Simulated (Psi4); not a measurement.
C3H3, charge -1, singlet, geometry from GFN2-xTB (a gas-phase anion, which may not be bound at this level). Base run: MP2/6-31G (Psi4 1.11).

Psi4 was given this input:
```
memory 2 GB

molecule {
-1 1
  C    -0.00058846   -0.06735310    0.13145175
  C     0.01272709    0.42165409    1.28692893
  C    -0.00916618   -0.23508926   -1.20054090
  H     0.00817204   -0.08669387    2.25254432
  H     0.90933867   -0.33006222   -1.78374476
  H    -0.93534543   -0.29851433   -1.77583821
}

set basis 6-31g
set freeze_core true

energy('mp2')
print_variables()
```

Each row names what was changed in the base input (with any setting that the change needs).

| change | basis functions | E (Eh) | MP2 correlation (Eh) |
|---|---|---|---|
| base | 33 | -115.42531 | -0.26842 |
| basis = STO-3G | 18 | -113.80680 | -0.18002 |
| basis = 3-21G | 33 | (withheld) | (withheld) |
| basis = def2-SV(P) | 48 | -115.49177 | -0.37542 |
| basis = 6-31+G* | 63 | -115.61995 | -0.39292 |
| basis = 6-311G** | (withheld) | (withheld) | (withheld) |
| basis = aug-cc-pVDZ | 96 | (withheld) | (withheld) |
| basis = aug-pcseg-1 | 96 | -115.62394 | -0.42347 |
| basis = def2-TZVPP | 135 | -115.75789 | -0.49133 |
| basis = def2-TZVPD | 138 | -115.75510 | -0.48703 |
| basis = aug-cc-pVTZ | (withheld) | (withheld) | (withheld) |
| basis = def2-QZVP | 261 | -115.79740 | -0.52364 |
| basis = def2-QZVPP | 261 | -115.79740 | -0.52364 |

Task: Fill in the missing entries.

Result: 
- basis = 3-21G, E (Eh): -114.82232
- basis = 3-21G, MP2 correlation (Eh): -0.26739
- basis = 6-311G**, basis functions: 72
- basis = 6-311G**, E (Eh): -115.66448
- basis = 6-311G**, MP2 correlation (Eh): -0.42391
- basis = aug-cc-pVDZ, E (Eh): -115.66308
- basis = aug-cc-pVDZ, MP2 correlation (Eh): -0.42361
- basis = aug-cc-pVTZ, basis functions: 207
- basis = aug-cc-pVTZ, E (Eh): -115.77100
- basis = aug-cc-pVTZ, MP2 correlation (Eh): -0.50327

Totals compare only among sets that treat the same electrons; sets with core potentials leave the core out.

A gas-phase anion may not be bound at this level; its values then depend on the basis.
